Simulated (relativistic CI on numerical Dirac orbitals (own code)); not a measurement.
# What each ingredient does to the levels of Cr15+

Base calculation: Dirac-Coulomb-Breit CI, orbitals from a KLI potential per configuration, model QED (radiative potential, 1s self-energy scaled to tabulated hydrogen-like ionisation energies), unscaled Slater integrals.

Configurations in the expansion (outside the closed core 1s2): 2s²2p⁵, 2s2p⁶, 2p⁶3s, 2s²2p⁴3s, 2p⁶3p, 2s²2p⁴3p, 2p⁶3d, 2s²2p⁴3d, 2s2p⁵3s, 2s2p⁵3p, 2s2p⁵3d, 2s²2p⁴4s, 2s²2p⁴4p, 2s²2p⁴4d, 2s²2p⁴4f, 2s²2p³3s². Levels of other configurations are missing.

Variants: (1) P86 correlation estimate. Shifts of the energy above 2s²2p⁵ ²P°3/2, in eV, for the lowest level and the first level of each name with at least 55 % of one term (blank where a level changes its place among those of its configuration and J or its character, or is not in the variant):

```csv
Level,Base,Δ(1)
2s²2p⁵ ²P°3/2,0.000,0.000
2s²2p⁵ ²P°1/2,8.777,0.000
2s2p⁶ ²S1/2,117.796,+0.297
2s²2p⁴3s ⁴P5/2,624.968,+1.335
2s²2p⁴3s ⁴P1/2,632.190,+1.335
2s²2p⁴3s ⁴P3/2,633.562,+1.334
2s²2p⁴3s ²P1/2,636.666,+1.334
2s²2p⁴3s ²D5/2,643.215,+1.334
2s²2p⁴3s ²D3/2,643.541,+1.334
2s²2p⁴3p ⁴P°3/2,651.928,+1.469
2s²2p⁴3p ⁴P°5/2,651.986,+1.469
2s²2p⁴3p ⁴D°7/2,655.454,+1.468
2s²2p⁴3p ²D°5/2,655.894,+1.468
2s²2p⁴3s ²S1/2,658.563,+1.343
2s²2p⁴3p ⁴D°3/2,660.339,+1.468
2s²2p⁴3p ⁴D°1/2,660.780,+1.469
2s²2p⁴3p ⁴D°5/2,662.817,+1.468
2s²2p⁴3p ²S°1/2,665.222,+1.468
2s²2p⁴3p ²D°3/2,665.739,+1.468
2s²2p⁴3p ²F°5/2,670.387,+1.468
2s²2p⁴3p ²F°7/2,672.125,+1.468
2s²2p⁴3d ⁴D7/2,688.713,+1.279
```

At this charge energies of transitions that change n are usually good to better than 1 %, and those within a shell (Δn = 0) to a few per cent.

Ionisation energy from the two ground configurations alone: base 1094.99 eV; P86 correlation estimate 1096.59 eV. The NIST ASD value (semi-empirical) is 1097.2 eV.

LS names give the leading component of a level, which can be under half, so a name can repeat, a term be missing and a line seem to break the LS rules.
